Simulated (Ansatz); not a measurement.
`[Br][InH][Br]` + H₂ → `[Br][InH2]` + HBr at 298.15 K and 1 bar (hydrogenolysis of the In–Br bond).

Gas-phase electronic energies from Ansatz, PBE0-D4/def2-TZVP geometries. CBS: MP2 limit from def2 TZ/QZ plus the TZ coupled-cluster correction, frozen cores. This one scheme is used for every species. def2 core potentials past Kr. For Br, In outer-core shells are correlated without core-valence functions, which leaves a few kJ/mol of doubt a bond. Scalar relativity is left out up to krypton.

```
        species  CCSD(T)/CBS energy (Eh)  H − E (kJ/mol)  S (J/(mol·K))
`[Br][InH][Br]`              -5337.15310            35.8          336.1
             H₂                 -1.17544            35.1          130.4
   `[Br][InH2]`              -2764.36342            45.9          287.5
            HBr              -2573.91920            24.6          198.6
```

H − E and S are ideal-gas, rigid-rotor, harmonic terms from PBE0-D4/def2-TZVP. The MP2-based limit puts H₂ 0.8 mEh under its directly extrapolated value; such offsets cancel only in part. 1 Eh = 2625.50 kJ/mol, R = 8.31446 J/(mol·K).

Task: By hand: ΔE, ΔH, ΔS and ΔG.

Result: ΔE = (-2764.36342) + (-2573.91920) − (-5337.15310) − (-1.17544) = 0.04592 Eh = 120.6 kJ/mol. Δ(H − E) = 45.9 + 24.6 − 35.8 − 35.1 = -0.4, so ΔH = 120.2 kJ/mol. ΔS = 287.5 + 198.6 − 336.1 − 130.4 = 19.6 J/(mol·K). ΔG = 120.2 − 298.15 × (19.6)/1000 = 114.4 kJ/mol.

Task: By hand: the equilibrium constant, and the temperature at which ΔG would vanish if ΔH and ΔS stayed fixed.

Result: log₁₀ K = −ΔG/(RT ln 10) = -20.0. ΔG = 0 at ΔH/ΔS = 6133 K, far beyond where these terms or the molecules hold.

ΔH outweighs TΔS. A doubt of 5 kJ/mol in ΔE shifts log₁₀ K by 0.9 here. These are equilibria of isolated gas molecules and say nothing of rates. Largest T1 diagnostic: 0.012 (customary marks: 0.02 for closed shells, 0.045 for open ones).
